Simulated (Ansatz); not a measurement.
A short molecular-dynamics run on GaCl₂F.

```yaml
crystal:
  periodic: [false, false, false]
  atoms:
    - {symbol: Ga, position_ang: [-0.035702, -0.059937, -0.000356]}
    - {symbol: Cl, position_ang: [2.076529, -0.145464, 0.014521]}
    - {symbol: Cl, position_ang: [-1.116604, 1.756794, -0.015470]}
    - {symbol: F, position_ang: [-0.924224, -1.551393, 0.001315]}
basis:
  gaussian: {orbitals: "6-31G*"}
hamiltonian: {xc: {name: BLYP}, dispersion: d4}
md: {timestep: 1 fs, n_steps: 15, ensemble: nvt_nose_hoover, temperature: 1500, initial_velocities: maxwell_boltzmann, seed: 890}
scf: {omitted_lower_state_checks: [starts]}
```

```sh
$ ansatz run in.yaml --threads 4 --pin off --events-out ev --progress --plain --max-ram 3916MiB
```

| step | time (fs) | potential energy (eV) | kinetic (eV) | T (K) | conserved (eV) |
| --- | --- | --- | --- | --- | --- |
| 0 | 0.0 | -80137.3875 | 0.3878 | 1500 | -80136.9997 |
| 1 | 1.0 | -80137.3905 | 0.3908 | 1512 | -80136.9997 |
| 2 | 2.0 | -80137.3895 | 0.3898 | 1508 | -80136.9997 |
| 3 | 3.0 | -80137.3850 | 0.3853 | 1491 | -80136.9996 |
| 4 | 4.0 | -80137.3774 | 0.3778 | 1461 | -80136.9996 |
| 5 | 5.0 | -80137.3672 | 0.3677 | 1422 | -80136.9995 |
| 6 | 6.0 | -80137.3551 | 0.3556 | 1376 | -80136.9995 |
| 7 | 7.0 | -80137.3415 | 0.3420 | 1323 | -80136.9995 |
| 8 | 8.0 | -80137.3268 | 0.3274 | 1266 | -80136.9995 |
| 9 | 9.0 | -80137.3115 | 0.3121 | 1207 | -80136.9994 |
| 10 | 10.0 | -80137.2958 | 0.2964 | 1147 | -80136.9994 |
| 11 | 11.0 | -80137.2799 | 0.2807 | 1086 | -80136.9994 |
| 12 | 12.0 | -80137.2642 | 0.2650 | 1025 | -80136.9994 |
| 13 | 13.0 | -80137.2487 | 0.2496 | 966 | -80136.9994 |
| 14 | 14.0 | -80137.2336 | 0.2346 | 907 | -80136.9994 |
| 15 | 15.0 | -80137.2189 | 0.2200 | 851 | -80136.9994 |

Velocities are drawn at the set temperature; a run this short doesn't reach equilibrium.

The 6-31G sets use Cartesian d functions.

Frames (Å, forces in eV/Å):

```xyz
4
time=0.0 fs
Ga   -0.036   -0.060    0.000   -0.045   -0.075    0.001
Cl    2.077   -0.145    0.015    0.650   -0.006    0.004
Cl   -1.117    1.757   -0.015   -0.315    0.568   -0.005
F    -0.924   -1.551    0.001   -0.290   -0.487    0.000
4
time=1.0 fs
Ga   -0.031   -0.065   -0.001   -0.199    0.223    0.000
Cl    2.077   -0.145    0.015    0.708   -0.011    0.004
Cl   -1.124    1.763   -0.015   -0.181    0.360   -0.004
F    -0.930   -1.546    0.002   -0.328   -0.572    0.000
4
time=2.0 fs
Ga   -0.026   -0.070   -0.001   -0.348    0.497   -0.001
Cl    2.078   -0.145    0.015    0.764   -0.016    0.004
Cl   -1.131    1.769   -0.015   -0.055    0.166   -0.002
F    -0.936   -1.540    0.002   -0.361   -0.647    0.000
4
time=3.0 fs
Ga   -0.022   -0.074   -0.001   -0.492    0.743   -0.002
Cl    2.080   -0.144    0.015    0.816   -0.020    0.004
Cl   -1.138    1.775   -0.015    0.064   -0.015   -0.001
F    -0.942   -1.535    0.002   -0.387   -0.708    0.000
4
time=4.0 fs
Ga   -0.017   -0.079   -0.001   -0.632    0.961   -0.003
Cl    2.081   -0.144    0.015    0.863   -0.024    0.004
Cl   -1.145    1.781   -0.015    0.175   -0.182   -0.001
F    -0.949   -1.531    0.002   -0.406   -0.755   -0.001
4
time=5.0 fs
Ga   -0.012   -0.083   -0.001   -0.767    1.148   -0.004
Cl    2.083   -0.143    0.015    0.904   -0.028    0.004
Cl   -1.152    1.787   -0.015    0.278   -0.335    0.000
F    -0.955   -1.526    0.003   -0.415   -0.786   -0.001
4
time=6.0 fs
Ga   -0.008   -0.088   -0.002   -0.899    1.307   -0.004
Cl    2.085   -0.143    0.016    0.940   -0.032    0.004
Cl   -1.159    1.793   -0.015    0.373   -0.474    0.001
F    -0.962   -1.523    0.003   -0.414   -0.801   -0.001
4
time=7.0 fs
Ga   -0.004   -0.092   -0.002   -1.027    1.435   -0.005
Cl    2.087   -0.143    0.016    0.968   -0.035    0.004
Cl   -1.166    1.799   -0.015    0.461   -0.600    0.001
F    -0.969   -1.519    0.003   -0.402   -0.800   -0.001
4
time=8.0 fs
Ga    0.001   -0.096   -0.002   -1.152    1.536   -0.005
Cl    2.090   -0.142    0.016    0.990   -0.039    0.004
Cl   -1.173    1.805   -0.015    0.542   -0.715    0.001
F    -0.977   -1.516    0.004   -0.380   -0.783   -0.001
4
time=9.0 fs
Ga    0.005   -0.099   -0.002   -1.272    1.611   -0.004
Cl    2.092   -0.142    0.016    1.003   -0.042    0.004
Cl   -1.180    1.810   -0.015    0.615   -0.817    0.002
F    -0.984   -1.513    0.004   -0.346   -0.751   -0.001
4
time=10.0 fs
Ga    0.008   -0.103   -0.002   -1.388    1.661   -0.004
Cl    2.095   -0.141    0.016    1.008   -0.045    0.004
Cl   -1.186    1.816   -0.015    0.683   -0.910    0.002
F    -0.992   -1.511    0.004   -0.303   -0.706   -0.002
4
time=11.0 fs
Ga    0.012   -0.106   -0.003   -1.498    1.690   -0.003
Cl    2.099   -0.141    0.016    1.004   -0.049    0.004
Cl   -1.192    1.821   -0.014    0.744   -0.992    0.002
F    -0.999   -1.509    0.004   -0.250   -0.649   -0.002
4
time=12.0 fs
Ga    0.015   -0.109   -0.003   -1.602    1.700   -0.003
Cl    2.102   -0.141    0.017    0.992   -0.052    0.004
Cl   -1.198    1.825   -0.014    0.800   -1.066    0.002
F    -1.007   -1.508    0.005   -0.189   -0.582   -0.003
4
time=13.0 fs
Ga    0.019   -0.112   -0.003   -1.699    1.693   -0.002
Cl    2.106   -0.140    0.017    0.970   -0.056    0.003
Cl   -1.204    1.830   -0.014    0.850   -1.131    0.002
F    -1.015   -1.506    0.005   -0.121   -0.507   -0.003
4
time=14.0 fs
Ga    0.022   -0.114   -0.003   -1.788    1.674    0.000
Cl    2.110   -0.140    0.017    0.940   -0.059    0.003
Cl   -1.210    1.834   -0.014    0.895   -1.189    0.001
F    -1.023   -1.505    0.005   -0.047   -0.426   -0.004
4
time=15.0 fs
Ga    0.024   -0.117   -0.004   -1.867    1.643    0.001
Cl    2.115   -0.140    0.017    0.900   -0.062    0.002
Cl   -1.215    1.838   -0.014    0.936   -1.239    0.001
F    -1.031   -1.504    0.006    0.031   -0.342   -0.005
```

It took 11 s on 4 threads of Arm Neoverse V1 on a shared host.
